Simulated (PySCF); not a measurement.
## BeI₂: calculation against measurement

Isolated BeI₂, optimised in PySCF with density fitting and no spin–orbit coupling; def2 sets carry scalar-relativistic core potentials from Rb on. All levels below give a singlet of D∞h symmetry: PBE0/def2-TZVP Be–I 2.162 Å (×2); PBE/def2-TZVP Be–I 2.171 Å (×2).

Counting electrons, beryllium keeps none of its valence electrons outside its bonds, so the VSEPR class is AX2 and the expected shape is linear (D∞h), as computed.

Measured fundamentals (Jacox, Vibrational and Electronic Energy Levels of Polyatomic Transient Molecules, as compiled in the NIST Chemistry WebBook) beside computed harmonic wavenumbers, in cm⁻¹:

| mode as compiled | computed symmetry | measured | medium | PBE0/def2-TZVP | PBE/def2-TZVP |
| --- | --- | --- | --- | --- | --- |
| Σu+ asym. stretch | σu+ | 872 | neon matrix | 883 | 863 |

Task: How close does each level come?

Result: Mean absolute differences: PBE0/def2-TZVP 1.3 %, PBE/def2-TZVP 1.0 %. The mean ratio of measured to computed values at PBE/def2-TZVP is 1.010. Harmonic values should lie a little above fundamentals, yet here they lie below on average; matrices shift bands further, usually down by up to a few per cent.
